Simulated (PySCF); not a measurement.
## Radial density of F (fluorine, neutral)

UHF, [He] 2s1 2p6, 2S determinant (an excited configuration). Calculation: PySCF 2.14, in def2-TZVPPD; the non-relativistic Hamiltonian (point nucleus).

```tsv
r (bohr)	4πr²ρ (e/bohr)	4πr²(ρα − ρβ)
0.00240	0.03033	0.0009
0.00404	0.08358	0.0026
0.00680	0.2245	0.0068
0.0114	0.5851	0.0177
0.0192	1.439	0.0430
0.0324	3.223	0.0941
0.0545	6.161	0.1708
0.0916	9.092	0.2217
0.154	8.908	0.1462
0.259	5.398	0.0947
0.436	4.612	0.6853
0.733	6.008	1.3228
1.23	3.813	0.6224
2.07	0.9068	-0.0507
3.49	0.06709	-0.0257
5.87	0.0004702	-0.0004
```

Q: Where is the radial spin density 4πr²(ρα − ρβ) most negative, and why is it negative at all?

A: Around r = 2.07 bohr, down to -0.0507 e/bohr: exchange with the open shell polarises the paired shells in an unrestricted calculation.
